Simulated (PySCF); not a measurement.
Vertical excitations of a molecule CH6O2Si2 from TDDFT-LC-ωPBE/def2-SVPD (PySCF), as energy in eV (oscillator strength): 2.62 (0.000), 5.95 (0.000), 6.79 (0.075), 7.13 (0.045), 7.40 (0.001), 7.57 (0.001), 7.63 (0.297), 7.71 (0.003), 8.00 (0.039). Lowest triplet (TDA): 1.91 eV. Geometry: B3LYP-D3(BJ)/def2-SVP. A frequency run showed that this geometry is not a minimum. The values are those of a single conformer.

**Question.** Pick the molecule that these values belong to.
A. O=C([SiH3])[SiH2]O
B. O=C([SiH3])O[SiH3]
C. C1O[SiH2][SiH2]O1
D. C[SiH]1O[SiH2]O1

**Answer.** A, O=C([SiH3])[SiH2]O
